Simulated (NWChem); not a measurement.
A calculation on H3O (+1)

SMILES: [OH3+]
```xyz
4

O      0.0000     0.0774     0.0000
H     -0.4720    -0.2067     0.8177
H     -0.4720    -0.2067    -0.8177
H      0.9443    -0.2062     0.0000
```
Charge +1, spin multiplicity 1.

Program: NWChem. Structure: optimised with B3LYP/def2-SVP, a minimum by its harmonic frequencies.

Symmetry labels belong to the abelian group Cs used in the runs, with the axes of the coordinates shown; states degenerate in a higher group split over its labels.

The structure started from a generated list of species.

Question: List the lowest 3 singlet excitations that TD-PBE0/aug-cc-pVDZ gives, with oscillator strengths.

Answer: 
```json
[
 {"state": "1", "symmetry": "a'", "energy (eV)": "11.46", "wavelength (nm)": "108", "f": "0.044"},
 {"state": "2", "symmetry": "a\"", "energy (eV)": "13.77", "wavelength (nm)": "90", "f": "0.014"},
 {"state": "3", "symmetry": "a'", "energy (eV)": "13.77", "wavelength (nm)": "90", "f": "0.014"}
]
```
